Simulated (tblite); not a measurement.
Compound: C3H10O2Si3.
Cartesian coordinates in Å at the GFN2-xTB level; atoms count from 1:
```xyz
18
C3H10O2Si3 angstrom
O      3.454    0.392   -0.365
C      2.545   -0.307    0.000
Si     1.006   -0.705   -1.070
C     -0.506    0.005   -0.151
Si    -0.924   -0.906    1.497
Si    -0.355    1.908    0.046
C     -1.686   -0.294   -0.949
O     -2.593   -0.968   -0.514
H      2.586   -0.758    1.016
H      0.923   -2.168   -1.175
H      1.182   -0.105   -2.394
H      0.202   -0.649    2.408
H     -1.015   -2.341    1.252
H     -2.130   -0.336    2.083
H      0.845    2.186    0.831
H     -1.544    2.417    0.729
H     -0.265    2.524   -1.280
H     -1.736    0.113   -1.976
```

Level: GFN2-xTB in tblite, geometry and Hessian alike; calculated harmonic values, unscaled, isolated species. This tight-binding method is rough: wavenumbers can miss measured ones by several per cent, in bad cases by 10 to 20. Modes of hydrogen on silicon can be 10 to 20 % off. One conformer, not necessarily the lowest.

Harmonic wavenumbers (cm⁻¹): 30.7, 36.1, 67.3, 107.5, 122.4, 139.5, 150.3, 174.2, 218.2, 249.5, 277.9, 308.1, 406.8, 467.5, 503.9, 522.1, 530.0, 534.3, 546.8, 618.5, 667.6, 691.5, 746.6, 763.5, 767.1, 778.4, 784.3, 793.7, 803.5, 808.0, 819.0, 916.1, 956.1, 1141.3, 1360.1, 1367.5, 1695.2, 1748.9, 2202.6, 2227.3, 2255.2, 2270.9, 2277.9, 2295.9, 2314.6, 2330.6, 2684.7, 2771.5.

A = 1618, B = 799.1, C = 739.6 MHz; mass 161.999 u (most abundant isotopes); point group C1, symmetry number 1.

What is the zero-point energy?

Half the sum of the wavenumbers: 23626 cm⁻¹ = 282.63 kJ/mol.

Give the ideal-gas entropy at 400 K and 1 bar in the rigid-rotor, harmonic-oscillator model (classical rotation).

Translation 178.41, rotation 130.01, vibration 242.53: S = 551.0 J/(mol K).

And Cp and H(400 K) − H(0)?

Cp = 245.36 J/(mol K), of which vibrations give 212.10 (their classical limit is 48 R = 399.1); H(400 K) − H(0) = 60.86 kJ/mol without the zero-point energy, 47.55 from vibrations.

Blend soft modes into free rotors: weight 1/[1 + (100 cm⁻¹/ν̃)⁴] for the oscillator and the rest for a rotor with moment μB/(μ + B), μ = h/(8π²ν), B = 10⁻⁴⁴ kg m². What vibrational entropy results?

218.56 J/(mol K) in place of 242.53, which changes −T·S at 400 K by +9.59 kJ/mol.

Which modes carry the vibrational entropy at 400 K?

30.7 cm⁻¹: 26.64; 36.1 cm⁻¹: 25.29; 67.3 cm⁻¹: 20.13; 107.5 cm⁻¹: 16.27; 122.4 cm⁻¹: 15.20; 139.5 cm⁻¹: 14.13 J/(mol K); the other 42 give 124.87 together.

What must be added to the electronic energy to get the Gibbs energy at 400 K and 1 bar?

ZPE + [H(400 K) − H(0)] − T·S = 282.63 + 60.86 − 220.38 = 123.11 kJ/mol.

Hindered rotation and anharmonicity are outside this model. Other conformers, if any are populated, would add a mixing term that is left out. The structure is chiral; the term R ln 2 for an equal mix with its mirror image is left out.

Hardware: Arm Neoverse N1, one thread, shared host with 64 logical CPUs at a one-minute load of 60. Cost: 1.5 s wall. The figure is for the frequency step alone.
